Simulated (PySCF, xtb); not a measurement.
1,1-dichlorocyclopropane (C₃H₄Cl₂), SMILES ClC1(Cl)CC1.

GFN2-xTB in xtb at its own geometry gives an orbital gap of 5.90 eV and a dipole moment of 2.13 D.

Coordinates come from a ωB97X-D3(BJ)/def2-SVP optimisation.

### Question
What does PySCF with HF/def2-TZVP give? (The exact figures need the calculation; the answer reports its results.)

### Answer
gap 15.15 eV (levels -10.94 and 4.21 eV), dipole 2.32 D.
